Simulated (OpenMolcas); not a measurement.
# Cl2+: Slater's ratio, worked from levels

```json
{"Program": "OpenMolcas 26.06", "Basis": "ANO-L-VTZP [5s4p2d1f]", "Scalar Hamiltonian": "non-relativistic, point nucleus", "Active space": "3 electrons in 3 orbitals (3p)", "State averaging": "2S+1 = 4 odd, 1 root; 2S+1 = 2 odd, 8 roots", "Spin-orbit coupling": "RASSI with atomic mean-field integrals over the reference wave functions, term energies averaged over their components"}
```

Methods: CASSCF; SS-CASPT2, IPEA 0.25 Eh, imaginary shift 0.1 Eh (closed shells correlated: 2s 2p 3s). Measured levels: Moore, Atomic Energy Levels, vol. I, NSRDS-NBS 35 (1971 reprint of NBS Circular 467, 1949).

**Slater's ratio.** With one set of orbitals, p3 has 2D* - 4S* = 9 F2 and 2P* - 2D* = 6 F2 (F2 = F²/25), a ratio of 2/3. Term energies are centres of gravity, weighted by 2J + 1.

```
   Source  2D* - 4S*  2P* - 4S*  F2 from the first  Ratio
   CASSCF      22673      37726               2519  0.664
SS-CASPT2      18965      31978               2107  0.686
 measured      18093      29875               2010  0.651
```

Energies in cm-1. A ratio away from 2/3 shows effects beyond one configuration with one set of orbitals, and in heavier atoms second-order spin-orbit shifts.

CASPT2 breaks the degeneracy within a term, and the mean is taken; among the terms shown or strongly mixed into the levels shown the widest spread is 220 cm-1 (3s2 3p3 2D*, SS-CASPT2). With the s shell closed, the reference lacks s² → p² mixing. Computed and measured levels are paired by configuration, term and J; levels that our copy of the source lacks, or whose pairing is in doubt (as where it misses far off the trend of its configuration), stay unpaired and out of the deviations. Levels of configurations outside the active space are missing.

* marks odd parity.
